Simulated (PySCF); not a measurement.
# How methods differ on the ionisation energy of Ru²³⁺

Ru²³⁺ [Ar] 3d3 (4F) → Ru²⁴⁺ [Ar] 3d2 (3F), as a difference of total energies. Computed with PySCF 2.14 in an uncontracted even-tempered set (17 s from 2.5 bohr⁻², ratio 2.5; 11 p from 3.2 bohr⁻², ratio 2.5; 8 d from 3.2 bohr⁻², ratio 2.5; 4 f from 12 bohr⁻², ratio 2.7; 3 g from 19 bohr⁻², ratio 2.7), with no relativity, point nucleus. Correlated levels: outer shells: [Ne] frozen; virtual orbitals above 40 to 60 times the deepest correlated orbital energy dropped. The calculations carry no spin-orbit coupling.

```
                method  ionisation energy (eV)
                   UHF                  1117.7
                   LDA                  1118.2
                  PBE0                  1118.4
                r2SCAN                  1119.2
                  TPSS                  1117.1
    MP2 (outer shells)                  1118.0
SCS-MP2 (outer shells)                  1117.7
```

**Question.** Estimate what PBE gives.

**Answer.** 1118.0 eV, closest to MP2 (outer shells) among the rows shown.

**Question.** Estimate what BHandHLYP gives.

**Answer.** 1118.6 eV, closest to PBE0 among the rows shown.

A first-order spin-orbit estimate (lowest level to lowest level, LS coupling) adds -0.152 eV.

All relativistic terms are absent from these numbers, so their closeness to the reference says little about the methods.

For comparison: 1115 ± 4 eV (theoretical estimate listed by NIST; NIST Atomic Spectra Database, ionization energies).
